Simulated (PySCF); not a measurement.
Run times: gadolinium in x2c-SVPall-2c

Measured wall times of calculations with PySCF 2.14 in x2c-SVPall-2c (7s10p9d3f1g, 112 functions), with two-component X2C-1e, run from one Python driver. Hardware: 1 thread of Intel(R) Xeon(R) 6975P-C on a shared host, 1.3 GiB allowed. The two-electron integrals over 112 functions were computed once and kept in memory (9.6 CPU seconds with the set-up); the times below exclude them.

Launch command (the driver calls PySCF for each step listed in the task file):

```bash
OMP_NUM_THREADS=1 python sorun2.py TASK.json OUT
```

| species | step | iterations | wall time (s) |
| --- | --- | --- | --- |
| Gd³⁺ [Xe] 4f7 | GHF, spin-free | 8 | 5.1 |
| Gd³⁺ [Xe] 4f7 | GMP2 (33 electrons), spin-free |  | 3.2 |
| Gd³⁺ [Xe] 4f7 | GMP2 (33 electrons), screened spin-orbit |  | 2.3 |
| Gd⁴⁺ [Xe] 4f6 | GHF, spin-free | 8 | 5.1 |
| Gd⁴⁺ [Xe] 4f6 | GMP2 (32 electrons), spin-free |  | 2.5 |
| Gd⁴⁺ [Xe] 4f6 | GHF, screened spin-orbit | 15 | 11 |
| Gd⁴⁺ [Xe] 4f6 | GMP2 (32 electrons), screened spin-orbit |  | 2.7 |

Problem. Roughly how long does GHF, screened spin-orbit take for Gd³⁺ [Xe] 4f7 here?

Solution. About 17 s.

Peak memory of the process: 0.58 GiB. Times on a shared host vary from run to run.
